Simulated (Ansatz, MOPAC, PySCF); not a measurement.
System: CHF (charge 0, singlet). SMILES: [CH]F
Geometry from a B3LYP-D3(BJ)/def2-TZVP (Ansatz, a quantum-chemistry and plane-wave program) optimisation:
```xyz
3

C     -0.5669     0.4516    -0.0174
F      0.5297    -0.2636     0.0165
H     -1.3661    -0.3376    -0.0445
```
Charge 0, spin multiplicity 1.

Wanted: enthalpy of formation at 298 K, in kcal/mol. Conventions: UHF or UKS for open shells; six Cartesian d functions in 6-31G* and its kin unless marked 5d; spin-orbit terms left out; frozen cores in correlated levels; no dispersion term unless named; LANL2DZ all-electron up to Ne; 6-311+G** with 5d; non-relativistic. Ab initio and DFT rows: single points at B3LYP-D3(BJ) geometries (Ansatz), with unscaled harmonic terms from B3LYP/6-31G* (Ansatz) at its own minima, enthalpies of formation by atomisation with measured atoms. Semi-empirical rows: MOPAC heats of formation at their own minima for 298 K. The Hartree-Fock reference of [CH]F (CHF) is unstable towards a lower, spin-broken solution.

```tsv
level	program	enthalpy of formation at 298 K (kcal/mol)
AM1	MOPAC	20.9
HF/LANL2DZ	Ansatz	148.0
HF/6-311+G**	Ansatz	117.0
PBE/3-21G	Ansatz	35.2
B3LYP/STO-3G	Ansatz	10.1
B3LYP/3-21G	Ansatz	48.7
B3LYP/6-31G*	Ansatz	36.0
B3LYP/6-31+G*	Ansatz	39.5
MP2/STO-3G	Ansatz	69.0
MP2/6-31G*	Ansatz	52.7
M06-2X/def2-TZVPD	PySCF	35.5
```

No value to compare with is used here. The 10 habitual levels span 10.1 (B3LYP/STO-3G) to 148.0 kcal/mol (HF/LANL2DZ); M06-2X/def2-TZVPD gives 35.5.

The levels are drawn from those run, B3LYP/6-31G* more often than the rest, none by its result; left out are runs that failed, that the program found above a lower state of the same kind, or whose <S^2> lies over 0.5 above the pure value.
